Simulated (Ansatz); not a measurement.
```yaml
crystal:
  periodic: [false, false, false]
  atoms:
    - {symbol: F, position_ang: [0.620362, -0.978052, 1.270816]}
    - {symbol: C, position_ang: [0.256380, -0.401903, 0.127120]}
    - {symbol: F, position_ang: [-0.450652, -1.283077, -0.576266]}
    - {symbol: F, position_ang: [1.356572, -0.131109, -0.571003]}
    - {symbol: Se, position_ang: [-0.771720, 1.208890, 0.561885]}
    - {symbol: H, position_ang: [-0.968841, 1.521251, -0.858750]}
basis:
  gaussian: {orbitals: ANO-RCC-VTZP, fitting: {mean_field: cc-pVTZ-jkfit}}
hamiltonian: {xc: {name: HF}}
correlation: {active_space: {window: {electrons: 3, orbitals: 2}}}
output: {forces: true}
```

```sh
$ ansatz run in.yaml --threads 4 --pin off --events-out ev --progress --plain --max-ram 10444MiB
```

It prints (some lines left out):

```
Functional definition: HF
553 factors; integrals over basis functions are off by at most 4.5e-1 eV
mean field evaluation 1: about -75243.8782 eV, gradient 4.4e1 eV
mean field evaluation 2: about -75246.2604 eV, gradient 3.0e1 eV
mean field evaluation 4: about -75247.5625 eV, gradient 7.2e-1 eV
mean field -75247.56588146 eV, -2765.2970415115 hartree, gradient 1.2e-6 eV, S^2 0.000000; 0 other end points of the search recorded, 0 dependent functions left out
reference -75247.56588146 eV, -2765.2970415115 hartree; 34, 34 occupied and 143, 143 virtual orbitals, 553 factors
Error: 3 electrons in 2 orbitals form no window around the highest filled level of the reference
```

**Question.** Something in this input is off. What?

**Answer.** The active space doesn't fit the electrons. The run stopped with an error.
